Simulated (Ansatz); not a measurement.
The lowest singlet and triplet of N2 (SMILES N#N); geometries from B3LYP-D3(BJ)/def2-TZVP, each state relaxed from the structure named, with no frequency check.
Singlet at the triplet's geometry (charge 0, multiplicity 1):
```
atom   x (Å)   y (Å)    z (Å)
----  ------  ------  -------
N     0.0000  0.0000  -0.6362
N     0.0000  0.0000   0.6362
```

| level | gap E(singlet) − E(triplet), vertical, at the triplet's geometry (kJ/mol) | cost |
|---|---|---|
| U-PBE/def2-TZVPP | -494.1 | ×1 |
| R-r2SCAN/def2-TZVPP | -451.2 | ×0.8 |
| R-BHLYP/def2-TZVPP | -403.3 | ×0.4 |
| U-BHLYP/def2-TZVPP | -403.3 | ×0.6 |
| U-wB97X-V/def2-TZVPP | -468.0 | ×2 |
| R-B2PLYP/def2-TZVPP | -511.9 | ×0.6 |
| U-B2PLYP/def2-TZVPP | -508.0 | ×1 |
| R-CCSDT/cc-pVDZ | -459.7 | - |
| R-CCSDT/cc-pVTZ | -462.3 | - |
| R-CCSDT(Q)/cc-pVDZ | -455.5 | ×2 |
| SA-CASSCF(10,8)/cc-pVQZ | -487.7 | - |
| SC-NEVPT2 on SA-CASSCF(10,8)/cc-pVQZ | -467.7 | - |
| FIC-NEVPT4(SD) on SA-CASSCF(10,8)/cc-pVQZ | -462.9 | - |
| FIC-MRCISD+Q on SA-CASSCF(10,8)/cc-pVQZ | -464.0 | - |

The rows run from -511.9 (R-B2PLYP/def2-TZVPP) to -403.3 kJ/mol (R-BHLYP/def2-TZVPP). The 4 U-functionals in def2-TZVPP without D3 or D4 span 104.7, from U-B2PLYP to U-BHLYP.

A positive gap puts the triplet lower; no zero-point energy. R- takes a restricted singlet. U- takes an unrestricted singlet (broken symmetry where lower, unprojected). The triplet is unrestricted in single-reference levels. Active spaces average the two states. CCSD(T) and the multireference levels part by over 6 kcal/mol here: they may describe different states of a spin, or one family misses.

Cores are frozen in the correlated methods.

Doubts at one or more of the structures used: a restricted determinant that unrestricted orbitals would lower (R-B2PLYP/def2-TZVPP, R-CCSDT/cc-pVDZ, R-CCSDT/cc-pVTZ, R-CCSDT(Q)/cc-pVDZ); other coupled-cluster roots lie near (R-CCSDT/cc-pVDZ, R-CCSDT/cc-pVTZ, R-CCSDT(Q)/cc-pVDZ); a spin-contaminated determinant (R-CCSDT/cc-pVDZ, R-CCSDT/cc-pVTZ, R-CCSDT(Q)/cc-pVDZ); T1 above 0.05 (R-CCSDT/cc-pVDZ, R-CCSDT/cc-pVTZ, R-CCSDT(Q)/cc-pVDZ).

Run with Ansatz (Gaussian basis) for Hartree–Fock, density functionals and correlated methods. 

Costs are rough ratios of core time to R-PBE/def2-TZVPP (about 7 s over the structures, on one shared machine); a dash marks a level with no comparable run of its own.

Ansatz is a program for electronic structure.
